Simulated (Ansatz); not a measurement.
Consider the cleavage of the Ge–P bond: `[CH3][GeH]([CH3])[PH2]` + HCl → `[CH3][GeH]([CH3])[Cl]` + PH₃.

Isolated molecules relaxed with PBE0-D4/def2-TZVP in Ansatz; ΔE leaves out vibrations. CBS: MP2 limit from def2 TZ/QZ plus the TZ coupled-cluster correction, frozen cores. This one scheme is used for every species. Functionals use def2-TZVPP. For Ge outer-core shells are correlated without core-valence functions, which leaves a few kJ/mol of doubt a bond. Scalar relativity is left out up to krypton. Each species was taken in one conformer, which may not be the lowest.

```json
{"level": "BLYP-D4", "ΔE (kJ/mol)": "-61.1", "difference from CCSD(T)/CBS": "-0.6"}
{"level": "r2SCANh-D4", "ΔE (kJ/mol)": "-63.0", "difference from CCSD(T)/CBS": "-2.5"}
{"level": "CAM-B3LYP-D4", "ΔE (kJ/mol)": "-67.5", "difference from CCSD(T)/CBS": "-7.0"}
{"level": "ωB97M-V", "ΔE (kJ/mol)": "-66.0", "difference from CCSD(T)/CBS": "-5.5"}
{"level": "PBE", "ΔE (kJ/mol)": "-57.5", "difference from CCSD(T)/CBS": "3.0"}
{"level": "PBE0", "ΔE (kJ/mol)": "-60.9", "difference from CCSD(T)/CBS": "-0.4"}
{"level": "r2SCANh", "ΔE (kJ/mol)": "-64.0", "difference from CCSD(T)/CBS": "-3.5"}
{"level": "HF/def2-SVP", "ΔE (kJ/mol)": "-86.0", "difference from CCSD(T)/CBS": "-25.5"}
{"level": "HF/def2-TZVPP", "ΔE (kJ/mol)": "-85.3", "difference from CCSD(T)/CBS": "-24.8"}
{"level": "SCS-MP2/def2-TZVPP", "ΔE (kJ/mol)": "-65.7", "difference from CCSD(T)/CBS": "-5.2"}
{"level": "CCSD(T)/CBS", "ΔE (kJ/mol)": "-60.5", "difference from CCSD(T)/CBS": "0"}
```

Q: What do rigid-rotor, harmonic-oscillator terms from PBE0-D4/def2-TZVP frequencies (298.15 K, 1 bar) make of the CCSD(T)/CBS value? (An estimate is asked.)

A: Computed: ΔZPE = +2.4 kJ/mol, ΔH = -59.6 kJ/mol, ΔS = 4 J/(mol·K), ΔG = -60.7 kJ/mol.

Largest T1 diagnostic among the species: 0.013.

From BLYP to BHLYP (50 % exact exchange), in def2-TZVPP and without D4, ΔE moves by −7.6 kJ/mol. In def2-TZVPP, CCSD(T) changes the Hartree–Fock value by +24.8 kJ/mol (the triples alone add +2.9 kJ/mol) and MP2 by +24.1 kJ/mol.

CCSD(T)/CBS has its own doubt, a few kJ/mol and more with outer-core shells, so smaller differences from it don't rank the levels.
